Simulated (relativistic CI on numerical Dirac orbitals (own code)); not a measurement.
## Ce20+: sensitivity of the levels to the model

Base calculation: Dirac-Coulomb-Breit CI, KLI orbitals optimised for each configuration, model QED (radiative potential, 1s self-energy scaled to tabulated hydrogen-like ionisation energies), unscaled Slater integrals.

Configurations in the expansion (outside the closed core [Ar] 3d10): 4s2.4p6.4d2, 4s2.4p5.4d3, 4s2.4p6.4d.4f, 4s.4p6.4d3, 4s2.4p5.4d2.4f, 4s2.4p6.4d.5s, 4s.4p6.4d2.4f, 4s2.4p6.4d.5p, 4s2.4p6.4f.5s, 4s2.4p6.4d.5d, 4s2.4p5.4d2.5s, 4s2.4p6.5s.5p, 4s2.4p6.4d.5f, 4s2.4p5.4d2.5p, 4s2.4p6.4d.6s, 4s2.4p6.4d.5g, 4s.4p6.4d2.5s, 4s2.4p6.4d.6d, 4s2.4p6.4d.6g, 4s2.4p6.4d.7s, 4s2.4p6.4f2, 4s2.4p5.4f3, 4s.4p6.4f3, 4p6.4d4, 4p5.4d5, 4p5.4d4.4f, 4s2.4p6.4f.5p, 4s2.4p5.4f2.5p, 4s.4p6.4f2.5p, 4s2.4p6.5s2, 4s2.4p5.4f.5s2, 4s.4p6.4f.5s2, 4s2.4p6.5p2, 4s2.4p5.4f.5p2, 4s.4p6.4f.5p2, 4s.4p6.4d.5s2, 4s.4p5.4d.4f.5s2, 4p6.4d.4f.5s2. Double excitations out of closed p, d and f shells are left out; levels of such configurations are missing from the list, as are those of other unlisted configurations, and high levels can miss mixing partners. These lack a partner that the ground configuration has and come out too high: 4s2.4p5.4d2.5s, 4s.4p6.4d2.5s, 4s2.4p5.4d2.5p.

Variants: (1) valence Slater integrals scaled by 0.9; (2) one mean potential for all configurations. Shifts of the energy above 4s2.4p6.4d2 3F_2, in cm⁻¹, for the lowest level and the first level of each name with at least 55 % of one term (blank where a level changes its place among those of its configuration and J or its character, or is not in the variant):

```tsv
Level	Base	Δ(1)	Δ(2)
4s2.4p6.4d2 3F_2	0	0	0
4s2.4p6.4d2 3F_3	29707	+353	-4
4s2.4p6.4d2 3P_0	38717	-2978	-3
4s2.4p6.4d2 3F_4	50062	-610	-6
4s2.4p6.4d2 3P_1	57324	-2100	-6
4s2.4p6.4d2 1G_4	83337	-2363	-10
4s2.4p6.4d2 1S_0	154861	-9572	-13
4s2.4p5.4d3 5D°_0	787052	+4233	-138
4s2.4p5.4d3 5S°_2	798013	+5481	-140
4s2.4p5.4d3 5G°_6	828549	+2848	-146
4s2.4p5.4d3 3P°_0	849463	-2092	-156
4s2.4p5.4d3 3I°_7	877793	-303	-151
4s2.4p5.4d3 3F°_4	884179		-186
4s2.4p5.4d3 5P°_3	892507	-2090	-157
```

At this charge energies of transitions that change n are usually good to better than 1 %, and those within a shell (Δn = 0) to a few per cent. Terms inside the open d or f shell come out 10 to 20 % too wide with unscaled integrals.

Ionisation energy from the two ground configurations alone: base 579.276 eV; valence Slater integrals scaled by 0.9 579.08 eV. The NIST ASD value (theoretical) is 579 eV.

LS names give the leading component of a level, which can be under half, so a name can repeat, a term be missing and a line seem to break the LS rules.
